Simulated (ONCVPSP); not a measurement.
## Reading a pseudo-wave (Tl (Z = 81))

Columns: radius, all-electron u(r) and pseudo u(r) of the 5s shell (level -133.00 eV) of thallium in the configuration [Kr] 4d10 4f14 5s2 5p6 5d10 6s1 6p2; PBEsol, scalar-relativistic, ONCV scheme, ONCVPSP 4.0.1.

```tsv
r (bohr)	all-electron	pseudo
0.100	0.3231	0.0280
0.200	-0.0113	0.1107
0.300	-0.7138	0.2770
0.400	-0.4107	0.5161
0.500	0.2821	0.7838
0.600	0.8634	1.0217
0.700	1.1881	1.1803
0.800	1.2875	1.2367
0.900	1.2361	1.1958
1.000	1.1039	1.0835
1.100	0.9402	0.9329
1.200	0.7749	0.7732
1.300	0.6237	0.6234
1.400	0.4934	0.4933
1.500	0.3851	0.3850
1.600	0.2977	0.2975
1.700	0.2281	0.2280
1.800	0.1737	0.1736
1.900	0.1316	0.1315
2.000	0.0993	0.0992
2.100	0.0746	0.0746
2.200	0.0559	0.0559
2.300	0.0418	0.0418
2.400	0.0312	0.0312
2.500	0.0232	0.0232
2.600	0.0173	0.0173
```

(1) How many radial nodes do the two functions have?

(2) At about which radius was the pseudo-wave matched?

(3) Is the pseudo-wave norm-conserving?

Results:

(1) The all-electron 5s function has n − l − 1 = 4 (the table is too coarse to show those close to the nucleus); the pseudo-wave has 0, since the states of the same l below it are removed with the core.

(2) 1.40 bohr, where the columns begin to agree (steps of 0.10 bohr).

(3) Yes: the ONCV scheme keeps the norm inside the radius equal to the all-electron one, which fixes the energy derivative of the logarithmic derivative at the level.
